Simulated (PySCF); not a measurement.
Species: C5H7NO.
Structure used (GFN2-xTB), in Å, numbered top down from 1:
```
atom  x, y, z in Å
C1     2.3922   -0.2967   -0.8230
C2     1.5988   -0.1226    0.1844
C3     0.7841    0.0466    1.1789
C4    -0.7166   -0.0275    1.0788
N5    -1.1738   -0.3303   -0.2572
C6    -1.9607    0.5104   -0.9516
O7    -2.4418    1.5294   -0.5244
H8     2.7857   -1.2683   -1.0783
H9     2.7166    0.5279   -1.4376
H10    1.1646    0.2589    2.1692
H11   -1.1574    0.9381    1.3476
H12   -1.0878   -0.7848    1.7825
H13   -0.7586   -1.1275   -0.7121
H14   -2.1461    0.1460   -1.9796
```

The calculation used wB97X-D/def2-SVPD in PySCF (dipole) on a GFN2-xTB geometry, gas phase.

Masses are those of the commonest isotopes; rigid-rotor values at the optimised geometry. The values belong to one conformer with, in the numbering `[CH2:1]=[C:2]=[CH:3][CH2:4][NH:5][CH:6]=[O:7]`, C2–C3–C4–N5 1°, C3–C4–N5–C6 -119°, C4–N5–C6–O7 -6°.

Question: Give the principal moments of inertia and the rotational constants in MHz.

Answer: Ia = 94.13, Ib = 336.02, Ic = 382.46 u·Å²; 505379 MHz·u·Å²/I gives A = 5369, B = 1504, C = 1321 MHz.

Question: Classify the top.

Answer: A near-prolate asymmetric top; Ray's κ = -0.910.

Question: Is it planar, by Δ = Ic − Ia − Ib?

Answer: Not planar: Δ = Ic − Ia − Ib = -47.68 u·Å². For a rigid frame Δ = −2 Σ m c², so Σ m c² = 23.84 u·Å² lies off the ab plane: 5.92 from hydrogen and 17.92 from heavier atoms. The atom farthest from that plane is 1.47 Å away.

Question: List the rotational levels J(Ka,Kc) to J = 3 (K).

Answer: Above 0(0,0), as E/k:
J = 1: 1(0,1) 0.136, 1(1,1) 0.321, 1(1,0) 0.330
J = 2: 2(0,2) 0.406, 2(1,2) 0.584, 2(1,1) 0.610, 2(2,1) 1.166, 2(2,0) 1.167
J = 3: 3(0,3) 0.812, 3(1,3) 0.977, 3(1,2) 1.030, 3(2,2) 1.573, 3(2,1) 1.575, 3(3,1) 2.523, 3(3,0) 2.523
The levels of one J sum to (2J + 1)J(J + 1)(A + B + C)/3.

Question: Predict some low-J microwave lines.

Answer: The dipole components are |μa| = 3.00 D, |μb| = 0.07 D, |μc| = 2.47 D. The squared components, which scale the intensities, stand as 1.00 : 0.00 : 0.68 (a : b : c). Some lines, for components of 0.1 D or more:

```json
{"type": "c", "branch": "Q", "J(Ka,Kc)": "5(1,5) ← 5(0,5)", "MHz": "2763", "lower level (cm⁻¹)": "1.406"}
{"type": "c", "branch": "Q", "J(Ka,Kc)": "3(1,3) ← 3(0,3)", "MHz": "3436", "lower level (cm⁻¹)": "0.564"}
{"type": "a", "branch": "R", "J(Ka,Kc)": "2(1,2) ← 1(1,1)", "MHz": "5468", "lower level (cm⁻¹)": "0.223"}
{"type": "c", "branch": "R", "J(Ka,Kc)": "1(1,0) ← 0(0,0)", "MHz": "6873", "lower level (cm⁻¹)": "0.000"}
{"type": "a", "branch": "R", "J(Ka,Kc)": "3(2,1) ← 2(2,0)", "MHz": "8501", "lower level (cm⁻¹)": "0.811"}
{"type": "c", "branch": "Q", "J(Ka,Kc)": "5(2,4) ← 5(1,4)", "MHz": "10526", "lower level (cm⁻¹)": "1.590"}
{"type": "a", "branch": "R", "J(Ka,Kc)": "4(1,4) ← 3(1,3)", "MHz": "10924", "lower level (cm⁻¹)": "0.679"}
{"type": "c", "branch": "Q", "J(Ka,Kc)": "2(2,1) ← 2(1,1)", "MHz": "11595", "lower level (cm⁻¹)": "0.424"}
{"type": "a", "branch": "R", "J(Ka,Kc)": "5(4,2) ← 4(4,1)", "MHz": "14141", "lower level (cm⁻¹)": "3.054"}
{"type": "a", "branch": "R", "J(Ka,Kc)": "5(4,1) ← 4(4,0)", "MHz": "14141", "lower level (cm⁻¹)": "3.054"}
{"type": "c", "branch": "Q", "J(Ka,Kc)": "5(3,3) ← 5(2,3)", "MHz": "19618", "lower level (cm⁻¹)": "1.948"}
{"type": "c", "branch": "R", "J(Ka,Kc)": "3(3,1) ← 2(2,1)", "MHz": "28262", "lower level (cm⁻¹)": "0.811"}
{"type": "c", "branch": "Q", "J(Ka,Kc)": "5(5,1) ← 5(4,1)", "MHz": "35594", "lower level (cm⁻¹)": "3.526"}
{"type": "c", "branch": "R", "J(Ka,Kc)": "4(4,1) ← 3(3,1)", "MHz": "38997", "lower level (cm⁻¹)": "1.753"}
{"type": "c", "branch": "R", "J(Ka,Kc)": "5(5,0) ← 4(4,0)", "MHz": "49735", "lower level (cm⁻¹)": "3.054"}
```

Question: Estimate the classical rotational partition function at 200 K, 298.15 K and 500 K.

Answer: Point group C1, symmetry number σ = 1; q = (√π/σ)·√((kT/h)³/(ABC)), k/h = 20836.6 MHz/K: 146000 at 200 K, 266000 at 298.15 K, 577000 at 500 K.

GFN2-xTB frequencies: not computed here. Zero-point vibration and centrifugal distortion are left out. Quadrupole hyperfine structure (14N) is left out.
